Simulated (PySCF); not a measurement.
Be(OH)(NH2) (BeH₃NO), SMILES [NH2][Be][OH]. Atoms are numbered in the order given.

```xyz
6

Be     0.0589    -0.0081     0.0000
O      1.4859    -0.0945     0.0000
H      2.0871     0.6447     0.0000
N     -1.4507     0.0178     0.0000
H     -2.0275     0.0097    -0.8239
H     -2.0275     0.0097     0.8239
```

Coordinates come from a PBE0-D3(BJ)/def2-TZVP optimisation. Other conformers were not sampled.

Level of theory: PBE0/def2-TZVPD (PySCF).

Gas-phase values at a fixed geometry.

Computed frontier levels, gap, dipole moment and polarisability:
```
Property                                                                                                       Result
---------------------------------------------------------------------------------------------  ----------------------
highest occupied level                                                                                       -7.19 eV
lowest empty level                                                                                           -0.38 eV
orbital gap                                                                                                   6.81 eV
dipole moment                                                                                                  1.38 D
quadrupole, principal values (traceless, Buckingham form, about the centre of nuclear charge)   -5.92, 1.55, 4.37 D·Å
mean static polarisability                                                                       29.3 bohr³ (4.35 Å³)
polarisability, principal values                                                               25.2, 27.8, 35.1 bohr³
```
